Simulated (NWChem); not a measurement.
System: C2H8Ti; SMILES [CH3][TiH2][CH3]

All runs: NWChem. Pople sets run with spherical d functions. Structure relaxed at the PBE0/def2-SVP level. Total energies compare along this basis series because the functional is fixed.

```json
[
 {"level": "PBE/3-21G", "basis functions": "61", "energy (Ha)": "-925.4841", "highest occupied level (eV)": "-6.52", "orbital gap (eV)": "3.67", "dipole (D)": "1.70"},
 {"level": "PBE/6-31G*", "basis functions": "78", "energy (Ha)": "-929.9991", "highest occupied level (eV)": "-6.52", "orbital gap (eV)": "[?]", "dipole (D)": "[?]"},
 {"level": "PBE/def2-TZVPD", "basis functions": "194", "energy (Ha)": "-930.1051", "highest occupied level (eV)": "-6.63", "orbital gap (eV)": "3.35", "dipole (D)": "1.43"}
]
```

Problem. Complete the blanks.

Solution. 
- PBE/6-31G*, orbital gap (eV): 3.44
- PBE/6-31G*, dipole (D): 1.66
